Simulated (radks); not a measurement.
Results of a calculation; reference values are marked as such.
Task: The mean radii <r> (bohr) of the occupied orbitals of an atom or ion are listed with their occupations. Code: a radial shooting solver on a logarithmic mesh with Libxc functionals. Model: non-relativistic Kohn-Sham, revPBE, spin-polarised, spherical densities, point nucleus.

| orbital | occ. | <r> |
|---|---|---|
| 1s down | 1 | 0.02019 |
| 1s up | 1 | 0.02019 |
| 2s up | 1 | 0.08527 |
| 2s down | 1 | 0.08527 |
| 2p up | 3 | 0.07211 |
| 2p down | 3 | 0.07211 |
| 3s up | 1 | 0.2163 |
| 3s down | 1 | 0.2163 |
| 3p up | 3 | 0.2064 |
| 3p down | 3 | 0.2064 |
| 3d up | 5 | 0.1808 |
| 3d down | 5 | 0.1808 |
| 4s up | 1 | 0.4811 |
| 4s down | 1 | 0.4811 |
| 4p up | 3 | 0.4875 |
| 4p down | 3 | 0.4875 |
| 4d up | 5 | 0.5021 |
| 4d down | 5 | 0.5021 |
| 5s up | 1 | 1.113 |
| 5s down | 1 | 1.107 |
| 4f up | 7 | 0.5603 |
| 4f down | 7 | 0.5590 |
| 5p up | 3 | 1.206 |
| 5p down | 3 | 1.198 |
| 5d up | 1 | 1.504 |
| 5f up | 2 | 2.790 |

Name the element and its charge. Open shells, if any, are filled with parallel spins first.

Result: Z = 75, rhenium, charge +4: Re4+ in [Xe] 4f14 5d1 5f2. The 1s radius gives Z: for a bare nucleus <r> = 1.5/Z, 0.02 bohr for Z = 75, and screening makes it slightly larger (0.02019 here). The occupations add up to 71, and the charge is Z minus that.
